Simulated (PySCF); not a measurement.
Sn(H)2(OMe)(NH2) (CH7NOSn), SMILES [NH2][SnH2][O]C.

Coordinates come from a PBE-D3(BJ)/def2-SVP optimisation. The structure was generated by enumeration; whether it is a known compound was not checked. The def2 effective core potentials stand for the cores of Sn; spin–orbit coupling is left out. One conformer was computed; it need not be the lowest.

Level of theory: PySCF with PBE-D3(BJ)/def2-SVP.

Frequencies are harmonic and unscaled.

Computed harmonic wavenumbers and intensities:
```tsv
mode	ν (cm⁻¹)	IR (km/mol)	moving atoms (share of kinetic energy)
1	49	0.3	H 30 %, N 29 %, C 24 %, O 12 %
2	107	1.6	H 87 %
3	154	8.4	H 38 %, O 27 %, C 19 %, N 13 %
4	187	35.4	H 70 %, O 15 %, N 9 %
5	213	14.6	H 43 %, O 24 %, C 18 %, Sn 10 %
6	381	42.3	H 85 %
7	502	21.0	H 41 %, N 34 %, O 18 %
8	512	156.7	O 30 %, H 28 %, N 26 %, Sn 11 %
9	534	4.3	H 66 %, O 27 %
10	587	52.5	H 73 %, N 17 %, Sn 9 %
11	625	114.5	H 94 %
12	652	103.9	H 86 %, N 13 %
13	835	22.0	H 90 %, N 9 %
14	1088	186.5	O 49 %, C 45 %
15	1131	0.2	H 76 %, C 19 %
16	1148	2.1	H 71 %, C 21 %, O 8 %
17	1414	7.4	H 93 %
18	1414	4.3	H 95 %
19	1427	32.3	H 92 %
20	1490	8.0	H 92 %, N 8 %
21	1840	123.9	H 99 %
22	1903	130.2	H 99 %
23	2862	121.3	H 97 %
24	2914	69.8	H 90 %, C 10 %
25	2989	43.9	H 91 %, C 9 %
26	3416	7.7	H 96 %
27	3515	8.9	H 92 %, N 8 %
```
